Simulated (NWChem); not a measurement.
## Total energies of thionyl fluoride (F2OS)

SMILES: O=S(F)F
```xyz
4

O     -1.3917    -0.3297     0.0000
S     -0.1604     0.4112     0.0000
F      0.7611    -0.2190     1.1690
F      0.7611    -0.2190    -1.1690
```
Charge 0, spin multiplicity 1.

All runs are NWChem calculations. Structure: optimised with PBE0/def2-SVP, a minimum by its harmonic frequencies.

Basis set: def2-SVP (60 functions).

```json
[
 {"method": "RHF", "total energy (Ha)": "-670.83183"},
 {"method": "MP2", "total energy (Ha)": "-671.53770"},
 {"method": "B2PLYP", "total energy (Ha)": "-672.35858"},
 {"method": "PBE", "total energy (Ha)": "-672.29226"},
 {"method": "B3LYP", "total energy (Ha)": "-672.71707"},
 {"method": "CAM-B3LYP", "total energy (Ha)": "-672.64525"},
 {"method": "CCSD(T)", "total energy (Ha)": "-671.56170"}
]
```

Total energies of different functionals aren't comparable as a measure of quality: only differences taken within one method are. 

The correlated methods keep 8 core orbitals frozen. B3LYP has NWChem's definition, with VWN1-RPA local correlation. Coupled-cluster values serve here as a point of comparison, not as the truth.
